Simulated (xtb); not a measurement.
H4Si, triplet, from a rough starting geometry (a higher spin typed on purpose: for a closed-shell molecule this is an excited state); GFN2-xTB in xtb.

xtb was given this input:
```
$ xtb mol.xyz --gfn 2 --uhf 2 --opt vtight --json

# file mol.xyz
5

Si     0.01167163    -0.00958390    -0.00155757
H     -0.15270696     1.25659890    -0.80735956
H     -0.78815842     0.13468628     1.25055228
H      1.41071865    -0.15430366     0.25816882
H     -0.55272391    -1.18010716    -0.76193184
```

What the program printed (banner, timings and long lists left out):

```
   ID    Z sym.   atoms
    1   14 Si     1
    2    1 H      2-5

           -------------------------------------------------
          |                Calculation Setup                |
           -------------------------------------------------

           -------------------------------------------------
          |                 G F N 2 - x T B                 |
           -------------------------------------------------

          ...................................................
          :                      SETUP                      :
          :.................................................:
          :  # basis functions                  14          :
          :  # atomic orbitals                  13          :
          :  # shells                            7          :
          :  # electrons                         8          :
          :  max. iterations                   250          :
          :  Hamiltonian                  GFN2-xTB          :
          :  restarted?                      false          :
          :  GBSA solvation                  false          :
          :  PC potential                    false          :
          :  electronic temp.          300.0000000     K    :
          :  accuracy                    1.0000000          :
          :  -> integral cutoff          0.2500000E+02      :
          :  -> integral neglect         0.1000000E-07      :
          :  -> SCF convergence          0.1000000E-05 Eh   :
          :  -> wf. convergence          0.1000000E-03 e    :
          :  Broyden damping             0.4000000          :
          :  net charge                          0          :
          :  unpaired electrons                  2          :
          ...................................................

 iter      E             dE          RMSdq      gap      omega  full diag
   1     -3.5310877 -0.353109E+01  0.628E+00    0.06       0.0  T
   2     -3.5388299 -0.774225E-02  0.702E+00    0.08       1.0  T
   3     -3.5458452 -0.701521E-02  0.536E+00    0.10       1.0  T
   4     -3.5359279  0.991726E-02  0.746E+00    0.14       1.0  T
   5     -3.5308572  0.507067E-02  0.722E+00    0.22       1.0  T
   6     -3.5366296 -0.577241E-02  0.562E+00    0.37       1.0  T
   7     -3.5387716 -0.214193E-02  0.463E+00    0.45       1.0  T
   8     -3.5428416 -0.407007E-02  0.365E+00    0.45       1.0  T
   9     -3.5414687  0.137294E-02  0.394E+00    0.45       1.0  T
  10     -3.5416716 -0.202870E-03  0.372E+00    0.46       1.0  T
  11     -3.5283883  0.132832E-01  0.652E+00    0.56       1.0  T
  12     -3.5306547 -0.226634E-02  0.558E+00    0.52       1.0  T
  13     -3.5345592 -0.390449E-02  0.469E+00    0.49       1.0  T
  14     -3.5459003 -0.113411E-01  0.316E+00    0.45       1.0  T
  15     -3.5433566  0.254365E-02  0.330E+00    0.48       1.0  T
  16     -3.5524303 -0.907369E-02  0.805E-01    0.47       1.0  T
  17     -3.5513568  0.107348E-02  0.135E+00    0.49       1.0  T
  18     -3.5517241 -0.367242E-03  0.115E+00    0.48       1.0  T
  19     -3.5526647 -0.940636E-03  0.369E-01    0.47       1.0  T
  20     -3.5527336 -0.689256E-04  0.200E-01    0.48       1.0  T
  21     -3.5526014  0.132206E-03  0.471E-01    0.48       1.0  T
  22     -3.5527525 -0.151096E-03  0.134E-01    0.48       1.0  T
  23     -3.5527571 -0.462528E-05  0.112E-01    0.48       1.0  T
  24     -3.5527657 -0.852590E-05  0.368E-02    0.48       1.2  T
  25     -3.5527663 -0.586038E-06  0.205E-02    0.48       2.2  T
  26     -3.5527664 -0.183371E-06  0.867E-03    0.48       5.2  T
  27     -3.5527665 -0.541274E-07  0.326E-03    0.48      13.7  T
  28     -3.5527665 -0.525861E-08  0.102E-03    0.48      43.7  T
  29     -3.5527665  0.157767E-08  0.168E-03    0.48      26.6  T
  30     -3.5527665 -0.212551E-08  0.317E-04    0.48     141.2  T
  31     -3.5527665 -0.677516E-10  0.901E-05    0.48     496.2  T

   *** convergence criteria satisfied after 31 iterations ***

[...]
 * total energy  :    -3.6019606 Eh     change       -0.1672557E-02 Eh
 * total energy  :    -3.6039338 Eh     change       -0.1973213E-02 Eh
 * total energy  :    -3.6048597 Eh     change       -0.9259300E-03 Eh
 * total energy  :    -3.6051783 Eh     change       -0.3185299E-03 Eh
 * total energy  :    -3.6053467 Eh     change       -0.1684260E-03 Eh
 * total energy  :    -3.6054945 Eh     change       -0.1477813E-03 Eh
 * total energy  :    -3.6055309 Eh     change       -0.3643196E-04 Eh
 * total energy  :    -3.6055458 Eh     change       -0.1494561E-04 Eh
 * total energy  :    -3.6055604 Eh     change       -0.1458025E-04 Eh
 * total energy  :    -3.6055626 Eh     change       -0.2170656E-05 Eh
 * total energy  :    -3.6055630 Eh     change       -0.3779505E-06 Eh
 * total energy  :    -3.6055630 Eh     change       -0.1516230E-07 Eh
   *** GEOMETRY OPTIMIZATION CONVERGED AFTER 22 ITERATIONS ***
         :: total energy              -3.605562988599 Eh    ::
[...]
         :: -> dispersion             -0.001123630443 Eh    ::
         :: repulsion energy           0.029776661623 Eh    ::
         :: add. restraining           0.000000000000 Eh    ::
         :: total charge               0.000000000000 e     ::
         :::::::::::::::::::::::::::::::::::::::::::::::::::::

           -------------------------------------------------
          |                Property Printout                |
           -------------------------------------------------

    * Orbital Energies and Occupations

         #    Occupation            Energy/Eh            Energy/eV
      -------------------------------------------------------------
         1        2.0000           -0.6682310             -18.1835
         2        2.0000           -0.4240027             -11.5377
         3        2.0000           -0.4239983             -11.5376
         4        1.0000           -0.3565780              -9.7030
         5        1.0000           -0.2379382              -6.4746 (HOMO)
         6                         -0.1236403              -3.3644 (LUMO)
         7                         -0.0679333              -1.8486
         8                         -0.0560110              -1.5241
         9                         -0.0560105              -1.5241
        10                          0.1997502               5.4355
        11                          0.1997715               5.4361
        12                          0.8868912              24.1335
        13                          1.6500150              44.8992
      -------------------------------------------------------------
                  HL-Gap            0.1142979 Eh            3.1102 eV
             Fermi-level           -0.2853577 Eh           -7.7650 eV

     #   Z          covCN         q      C6AA      α(0)
     1  14 Si       3.640     0.126   107.453    19.880
     2   1 H        0.910    -0.031     3.671     2.997
     3   1 H        0.910    -0.031     3.668     2.996
     4   1 H        0.910    -0.031     3.670     2.997
     5   1 H        0.910    -0.031     3.667     2.995

 Mol. C6AA /au·bohr⁶  :        321.747694
 Mol. C8AA /au·bohr⁸  :      12970.484159
 Mol. α(0) /au        :         31.865453

Wiberg/Mayer (AO) data.
largest (>0.10) Wiberg bond orders for each atom

 ---------------------------------------------------------------------------
     #   Z sym  total        # sym  WBO       # sym  WBO       # sym  WBO
 ---------------------------------------------------------------------------
     1  14 Si   3.065 --     2 H    0.766     4 H    0.766     3 H    0.766
                             5 H    0.766
     2   1 H    0.966 --     1 Si   0.766     5 H    0.132
     3   1 H    0.965 --     1 Si   0.766     4 H    0.132
     4   1 H    0.966 --     1 Si   0.766     3 H    0.132
     5   1 H    0.965 --     1 Si   0.766     2 H    0.132
 ---------------------------------------------------------------------------

Topologies differ in total number of bonds
Writing topology from bond orders to xtbtopo.mol

molecular dipole:
                 x           y           z       tot (Debye)
 q only:       -0.000      -0.000       0.000
   full:       -0.001      -0.000      -0.001       0.004
molecular quadrupole (traceless):
                xx          xy          yy          xz          yz          zz
 q only:       -0.126      -0.015      -0.247       0.276      -0.033       0.373
  q+dip:        0.293       0.034       0.572      -0.640       0.077      -0.865
   full:       -0.015      -0.002      -0.029       0.033      -0.004       0.044

optimized geometry written to: xtbopt.xyz

           -------------------------------------------------
          | TOTAL ENERGY               -3.605562988599 Eh   |
          | GRADIENT NORM               0.000096314198 Eh/α |
          | HOMO-LUMO GAP               3.110204446247 eV   |
           -------------------------------------------------

normal termination of xtb
```
